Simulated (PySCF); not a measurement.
C4H3FSi.

```xyz
9

Si     0.4127     0.4703     0.0000
F     -0.5247     1.7955     0.0000
C      0.0323    -0.5118    -1.4953
C     -0.2032    -1.1678    -2.4890
C      0.0323    -0.5118     1.4953
C     -0.2032    -1.1678     2.4890
H      1.8234     0.9119     0.0000
H     -0.4144    -1.7504    -3.3707
H     -0.4144    -1.7504     3.3707
```

The structure is a stationary point at ωB97X-D3(BJ)/def2-SVP. This is a generated structure with no PubChem entry under its InChIKey; it may be hypothetical.

All values below come from PySCF with PBE0/pcSseg-1. Non-relativistic, no solvent.

Computed absolute GIAO shielding of each atom: isotropic value and principal components (ppm):
```tsv
atom	σ(iso)	σ11	σ22	σ33	span
Si1	402.3	365.8	390.5	450.7	84.9
F2	356.3	325.1	369.8	374.1	49.0
C3	99.9	0.7	9.1	289.8	289.1
C4	80.8	-3.0	0.4	245.0	248.0
C5	99.9	0.7	9.1	289.8	289.1
C6	80.8	-3.0	0.4	245.0	248.0
H7	26.4	23.7	24.1	31.5	7.8
H8	28.8	24.0	24.2	38.1	14.1
H9	28.8	24.0	24.2	38.1	14.1
```
